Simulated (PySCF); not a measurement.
Calculation: PBE-D3(BJ)/def2-TZVP // B3LYP-D3(BJ)/def2-TZVP in PySCF 2.14.0. Gas-phase values, no solvent. One relaxed conformer stands for a flexible species; it need not be the lowest. 

Reference species (SMILES): `[OH][Al]([OH])[OH]` (neutral, multiplicity 1).

```
Quantity                   Value
----------------------  --------
HOMO                    -7.28 eV
LUMO                    -1.31 eV
S1 oscillator strength     0.000
```

Changed species: `[SH][Al]([SH])[SH]` (3 of 3 OH replaced by SH; the reference has 0 of 3 OH replaced by SH).

### Question
Predict the effect on the HOMO, LUMO and S1 oscillator strength.

### Answer
the HOMO rises by 0.77 eV, to -6.51 eV; the LUMO falls by 0.19 eV, to -1.50 eV; the S1 oscillator strength stays essentially unchanged.
